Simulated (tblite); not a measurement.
C₃H₁₄NSi₂ (charge +1).
Bonds: C1–N2, N2–C3, N2–C4, N2–Si5, Si5–Si6. Hydrogens: H7, H8, H9 on C1; H10, H11, H12 on C3; H13, H14, H15 on C4; H16, H17 on Si5; H18, H19, H20 on Si6.

A start from a force field or distance geometry was refined with GFN2-xTB geometry optimisation, gas phase in tblite. Values at the start:

```csv
coordinate,start
C1–N2,1.507 Å
C1–H7,1.105 Å
N2–Si5,1.841 Å
Si5–Si6,2.334 Å
Si5–H16,1.484 Å
Si6–H18,1.486 Å
Si6–H19,1.491 Å
C1–N2–C3,112.6°
C1–N2–Si5,108.4°
N2–Si5–Si6,116.5°
C4–N2–Si5,106.3°
```

How do these coordinates change at the GFN2-xTB level?

| coordinate | GFN2-xTB (Å or °) | change |
| --- | --- | --- |
| N2–Si5 | 1.941 | +0.100 |
| C1–N2 | 1.465 | -0.042 |
| Si6–H19 | 1.456 | -0.035 |
| Si6–H18 | 1.467 | -0.019 |
| Si5–H16 | 1.466 | -0.018 |
| C1–H7 | 1.091 | -0.014 |
| Si5–Si6 | 2.348 | +0.014 |
| N2–Si5–Si6 | 110.3 | -6.2 |
| C4–N2–Si5 | 110.6 | +4.3 |
| C1–N2–C3 | 109.3 | -3.3 |
| C1–N2–Si5 | 109.6 | +1.2 |

The energy falls by 32.7 kJ/mol over 49 L-BFGS steps, the largest force on an atom goes from 1.69 to 0.009 eV/Å, and the atoms move by 0.100 Å rms after alignment. The bond that changes most is N2–Si5 (ends: nitrogen bonded to 3 C and Si; SiH2 silicon), which lengthens by 0.100 Å. Bonds longer at the end by more than 0.005 Å: 2 of 19; shorter: 12. Rotational constants go from 3606, 1266, 1209 to 3619, 1284, 1201 MHz.

On Arm Neoverse V2, one thread, on a shared host, this took 0.3 s of wall time.

GFN2-xTB frequencies show an imaginary mode (23i cm⁻¹), so the point is no minimum at that level.

Conformer computed: `[CH3:1][N+:2]([CH3:3])([CH3:4])[SiH2:5][SiH3:6]`: C1–N2–Si5–Si6 60°.
